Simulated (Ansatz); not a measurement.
`[CH3][Sb]([NH2])[SiH3]`. The species carries charge 0 and has multiplicity 1. Sb takes the def2 core potential. The structure was optimised at the PBE0-D4/def2-TZVP level. It is one conformer, not always the lowest.

```xyz
12

C     1.348    0.770    1.027
Sb    1.000   -0.639   -0.567
N     0.357    0.796   -1.877
Si   -1.321   -1.303    0.365
H     1.522    0.237    1.962
H     2.232    1.356    0.774
H     0.492    1.435    1.139
H    -0.552    1.180   -1.649
H     0.315    0.442   -2.824
H    -2.141   -0.073    0.572
H    -1.206   -2.015    1.668
H    -2.046   -2.186   -0.589
```

**Question.** What is the dipole moment at PBE/def2-TZVPP? (Estimate.)

**Answer.** Ansatz gave: 0.18 D, with components (-0.12, 0.00, -0.13) D in this frame, pointing from negative to positive charge.

**Question.** And with r2SCAN, B3LYP, ωB97M-V? (Estimate.)

**Answer.** Computed: r2SCAN 0.23 D, B3LYP 0.25 D, ωB97M-V 0.33 D.

**Question.** Give the Mulliken charges with PBE, r2SCAN, B3LYP in def2-TZVPP. (Estimate.)

**Answer.** The calculation gave: 
```json
{"atom": "C1", "PBE": "-0.51", "r2SCAN": "-0.43", "B3LYP": "-0.54"}
{"atom": "Sb2", "PBE": "0.50", "r2SCAN": "0.51", "B3LYP": "0.57"}
{"atom": "N3", "PBE": "-0.51", "r2SCAN": "-0.55", "B3LYP": "-0.54"}
{"atom": "Si4", "PBE": "0.00", "r2SCAN": "0.07", "B3LYP": "0.05"}
{"atom": "H5", "PBE": "0.12", "r2SCAN": "0.10", "B3LYP": "0.12"}
{"atom": "H6", "PBE": "0.14", "r2SCAN": "0.11", "B3LYP": "0.13"}
{"atom": "H7", "PBE": "0.12", "r2SCAN": "0.09", "B3LYP": "0.12"}
{"atom": "H8", "PBE": "0.14", "r2SCAN": "0.15", "B3LYP": "0.13"}
{"atom": "H9", "PBE": "0.15", "r2SCAN": "0.15", "B3LYP": "0.13"}
{"atom": "H10", "PBE": "-0.05", "r2SCAN": "-0.07", "B3LYP": "-0.06"}
{"atom": "H11", "PBE": "-0.05", "r2SCAN": "-0.07", "B3LYP": "-0.06"}
{"atom": "H12", "PBE": "-0.05", "r2SCAN": "-0.07", "B3LYP": "-0.06"}
```

B3LYP here is the variant with VWN-RPA as its local correlation; programs differ in this.
